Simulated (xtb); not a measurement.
(silylamino)silyloxymethane (CH9NOSi2), SMILES CO[SiH2]N[SiH3]. All values are semi-empirical tight-binding results from xtb (GFN2-xTB unless named), good for trends rather than for accurate numbers. Coordinates come from a GFN2-xTB optimisation. One conformer was computed; it need not be the lowest.

The geometry has at least one imaginary mode, so it is a saddle point at that level.

Question: Estimate the properties. (Estimate from the structure and the level; the computed values follow.)

Answer: 
```json
{
  "orbital_gap": "5.24 eV",
  "dipole_moment": "1.66 D",
  "static polarisability (D4 model)": "86.6 bohr³",
  "solvation energy, GFN2-xTB/ALPB(water)": "-0.4 kcal/mol",
  "solvation energy, GFN2-xTB/ALPB(hexane)": "-2.7 kcal/mol"
}
```
